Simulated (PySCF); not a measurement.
EPR parameters of C5H4F3O2

Species: C₅H₄F₃O₂ (doublet state).
Geometry (GFN2-xTB, Å), atoms numbered from 1 in this order:
```xyz
14
C5H4F3O2 angstrom
C     -0.101   -1.358   -0.815
C      0.091    0.094   -0.683
C      1.328    0.125    0.252
O      1.271    0.175    1.447
O      2.450    0.017   -0.455
C     -1.033    0.876   -0.082
F     -1.239    2.078   -0.656
C     -1.775    0.554    0.972
F     -2.734    1.313    1.480
F     -1.697   -0.593    1.624
H      0.530   -1.899   -1.493
H     -0.697   -1.902   -0.111
H      0.380    0.560   -1.630
H      3.224   -0.042    0.127
```

The hyperfine couplings belong to this conformer and change with its torsions.

Identity: `C([C@H](C(=C(F)F)F)[CH2])(O)=O` [radical].

Method used: UKS B3LYP, pcH-1 on C F H O, non-relativistic, mean-field spin-orbit, GIAO in PySCF. The structure is a single GFN2-xTB conformer in the gas phase; no vibrational or solvent corrections. A GFN2-xTB geometry isn't a minimum of the functional, and hyperfine couplings can be far from their values at a DFT geometry. Stability of the SCF solution: not tested.

```json
{"g1, g2, g3": "2.00225, 2.00300, 2.00335", "g_iso": "2.00287", "Form of g": "rhombic: the two nearest values differ by 31 % of g3 − g1", "⟨S²⟩": "0.7544 (exact 0.7500)", "α and β electrons": "39, 38", "HOMO–LUMO gap, α and β orbitals": "6.15, 4.58 eV"}
```

Hyperfine couplings atom by atom, in G; T1 to T3 are the principal values of the dipolar part (MHz turned into gauss with g_iso; 10 G = 1 mT):

| atom | isotope | a_iso | T1 | T2 | T3 | Mulliken spin population |
| --- | --- | --- | --- | --- | --- | --- |
| C1 | 13C | 34.8 | -28.7 | -28.4 | 57.1 | 1.05 |
| C2 | 13C | -10.7 | -1.1 | 0.5 | 0.6 | -0.08 |
| C3 | 13C | 31.1 | -2.6 | -1.9 | 4.5 | 0.03 |
| O4 | 17O | -1.2 | -6.5 | 2.7 | 3.8 | 0.05 |
| O5 | 17O | -0.7 | -1.5 | 0.5 | 1.0 | 0.01 |
| C6 | 13C | 6.0 | -0.8 | -0.4 | 1.2 | 0.02 |
| F7 | 19F | 3.5 | -2.7 | -1.8 | 4.5 | 0.00 |
| C8 | 13C | -0.4 | -0.6 | 0.1 | 0.6 | -0.01 |
| F9 | 19F | -0.4 | -1.5 | 0.2 | 1.2 | 0.00 |
| F10 | 19F | -0.6 | -1.6 | -0.3 | 1.9 | 0.00 |
| H11 | 1H | -22.2 | -13.7 | -0.2 | 14.0 | -0.05 |
| H12 | 1H | -22.2 | -13.8 | -0.2 | 13.9 | -0.04 |
| H13 | 1H | 17.7 | -1.7 | -1.6 | 3.3 | 0.02 |
| H14 | 1H | 0.9 | -0.7 | -0.5 | 1.2 | 0.00 |

The Mulliken spin populations are largest on C1 (+1.05) and C2 (-0.08). C1 is the only atom above +0.15. The angles at C1 add up to 358.7°, so it is planar; its axial dipolar tensor and the negative couplings of its protons fit spin in a p orbital normal to that plane.

Under fast tumbling the dipolar parts average out, and these isotropic splittings remain: 2 × 1H (H11/H12, I = 1/2, 3 lines) with 2.22 mT, 1 × 1H (H13, I = 1/2, 2 lines) with 1.77 mT, 1 × 19F (F7, I = 1/2, 2 lines) with 0.35 mT, 1 × 1H (H14, I = 1/2, 2 lines) with 0.09 mT, 1 × 19F (F10, I = 1/2, 2 lines) with 0.06 mT and 1 × 19F (F9, I = 1/2, 2 lines) with 0.04 mT.

Means are taken over nuclei equivalent by connectivity, which assumes that they swap fast.

The 13C coupling of C1 (97.4 MHz) shows only in satellite lines or after enrichment, since that isotope makes up about 1.07 % of natural carbon.

On one thread, Arm Neoverse V2 (aarch64), shared host, this took 94 s (with the writing of density and orbital grids) and 0.97 GiB of memory at its peak.
